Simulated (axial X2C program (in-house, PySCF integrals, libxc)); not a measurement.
Low determinants of As₂⁻ at the PBE0 level, two-component

All values were computed with an in-house relativistic program for diatomic molecules. Two-component (2c) means X2C with spin–orbit coupling and atomic mean-field two-electron Coulomb and Gaunt terms. Basis: As dyall-acv3z [10s10p7d5f1g] (cores contracted in-house); Gaussian nuclei, density fitting, unrestricted open shells. Masses: As 74.922 u.

Search at 2.184 Å (vertical energies from the lowest determinant):

```
ΔE (eV)    state  electrons beyond evenly filled partner blocks  electrons in ±ω = 1/2, 3/2, 5/2, 7/2
   0.00  Ω = 1/2                                        ω = 1/2                             45 18 4 0
   0.15  Ω = 3/2                                        ω = 3/2                             44 19 4 0
   1.66  Ω = 5/2                          ω = -1/2, 2 × ω = 3/2                             45 18 4 0
   1.80  Ω = 1/2                          2 × ω = -1/2, ω = 3/2                             44 19 4 0
   2.37  Ω = 3/2                                        ω = 3/2                             46 17 4 0
   2.52  Ω = 7/2                           ω = 1/2, 2 × ω = 3/2                             45 18 4 0
   2.66  Ω = 5/2                           2 × ω = 1/2, ω = 3/2                             44 19 4 0
```

Lowest determinant, Ω = 1/2 (⟨Sz⟩ = -0.50, ⟨Lz⟩ = 1.00 at PBE0): Re = 2.179 Å, ωe = 386.4 cm⁻¹.

The determinant in row 2 of the search, Ω = 3/2 (⟨Sz⟩ = 0.50, ⟨Lz⟩ = 1.00 at PBE0), was followed along the bond at PBE0; measured from the minimum of the lowest determinant it gives:

Te = 0.149 eV (1203 cm⁻¹), Re = 2.177 Å, ωe = 387.1 cm⁻¹.

(1) Compare the bond of the determinant in row 2 with that of the lowest one.

The search compares states at one distance, so a state with another bond length can lie lower; it is not exhaustive and yields mostly the lowest determinant of each block pattern, so other components and higher states of one pattern are missing. These are energies of single determinants, not of spin-adapted states; PBE0 term energies can be off by some tenths of an eV, and the functional has no current term. For an anion, determinants above electron detachment are held by the basis set. The highest occupied level of some functionals is positive through self-interaction error; at Hartree–Fock it is bound. Row 1 has a positive highest level at its minimum. Row 2 has a positive highest level at its minimum.

Results:

(1) At PBE0 its Re is 0.002 Å shorter and its force constant, which goes as ωe², is 1.00 times that of the lowest determinant. T0 ≈ Te + Δωe/2 = 1203 + (0) = 1203 cm⁻¹.
